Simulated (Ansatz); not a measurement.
Relaxation of Cl4F2H2OW (10 atoms, charge 0, multiplicity 1), to a largest force component of 0.03 eV/Å in at most 50 steps.

Computed with Ansatz 0.2.0, RHF/def2-SVP.

```xyz
10
Properties=species:S:1:pos:R:3:forces:R:3
W 0.227 -0.315 -0.369 -0.12 -1.38 -0.46
O 0.439 0.240 2.716 -1.11 0.70 0.32
H -0.033 -0.389 3.263 0.33 0.39 -0.35
Cl 2.377 -0.920 0.322 -0.04 -0.02 0.01
Cl -0.298 3.320 -0.674 0.04 -0.05 0.05
F -1.311 -0.127 0.636 -0.09 0.04 0.05
Cl -0.390 -2.496 -0.950 -0.02 -0.03 -0.02
F 0.700 0.249 -2.058 -0.01 0.03 -0.06
Cl 0.743 1.937 0.418 0.36 1.52 0.07
H -0.137 1.019 2.668 0.66 -1.22 0.40
```

**Question.** Where does it end, and by what steps?

**Answer.** It converged. After 21 steps the energy has fallen by 0.598 eV; H3 moved furthest, 1.21 Å.

```json
{"step": "0", "energy less start (eV)": "0.0000", "largest force component (eV/Å)": "1.521", "accepted": "yes"}
{"step": "1", "energy less start (eV)": "-0.2485", "largest force component (eV/Å)": "0.792", "accepted": "yes"}
{"step": "2", "energy less start (eV)": "-0.3025", "largest force component (eV/Å)": "1.902", "accepted": "yes"}
{"step": "3", "energy less start (eV)": "-0.3239", "largest force component (eV/Å)": "1.610", "accepted": "yes"}
{"step": "4", "energy less start (eV)": "-0.4135", "largest force component (eV/Å)": "0.775", "accepted": "yes"}
{"step": "5", "energy less start (eV)": "-0.4427", "largest force component (eV/Å)": "0.757", "accepted": "yes"}
{"step": "6", "energy less start (eV)": "-0.4730", "largest force component (eV/Å)": "0.463", "accepted": "yes"}
{"step": "7", "energy less start (eV)": "-0.4933", "largest force component (eV/Å)": "0.741", "accepted": "yes"}
{"step": "8", "energy less start (eV)": "-0.5128", "largest force component (eV/Å)": "0.934", "accepted": "yes"}
{"step": "9", "energy less start (eV)": "-0.4998", "largest force component (eV/Å)": "1.557", "accepted": "no"}
{"step": "10", "energy less start (eV)": "-0.5432", "largest force component (eV/Å)": "0.277", "accepted": "yes"}
{"step": "11", "energy less start (eV)": "-0.5617", "largest force component (eV/Å)": "0.441", "accepted": "yes"}
{"step": "12", "energy less start (eV)": "-0.5688", "largest force component (eV/Å)": "0.886", "accepted": "yes"}
{"step": "13", "energy less start (eV)": "-0.5567", "largest force component (eV/Å)": "0.424", "accepted": "no"}
{"step": "14", "energy less start (eV)": "-0.5868", "largest force component (eV/Å)": "0.434", "accepted": "yes"}
{"step": "15", "energy less start (eV)": "-0.5922", "largest force component (eV/Å)": "0.204", "accepted": "yes"}
{"step": "16", "energy less start (eV)": "-0.5964", "largest force component (eV/Å)": "0.057", "accepted": "yes"}
{"step": "17", "energy less start (eV)": "-0.5967", "largest force component (eV/Å)": "0.135", "accepted": "yes"}
{"step": "18", "energy less start (eV)": "-0.5975", "largest force component (eV/Å)": "0.100", "accepted": "yes"}
{"step": "19", "energy less start (eV)": "-0.5978", "largest force component (eV/Å)": "0.050", "accepted": "yes"}
{"step": "20", "energy less start (eV)": "-0.5980", "largest force component (eV/Å)": "0.031", "accepted": "yes"}
{"step": "21", "energy less start (eV)": "-0.5980", "largest force component (eV/Å)": "0.006", "accepted": "yes"}
```

```xyz
10
Properties=species:S:1:pos:R:3
W 0.034 -0.532 -0.512
O 0.313 0.777 2.866
H 1.017 0.156 2.988
Cl 1.879 -1.247 0.714
Cl 0.271 3.449 -1.038
F -1.386 -0.555 0.656
Cl -0.468 -2.518 -1.590
F 0.784 0.343 -1.937
Cl 0.340 2.285 0.619
H -0.466 0.360 3.207
```

Whether the end is a true minimum wasn't checked by a vibrational analysis.

The run took 98 s on 4 threads of Arm Neoverse V1, with other jobs on the host, peak memory 0.63 GiB.
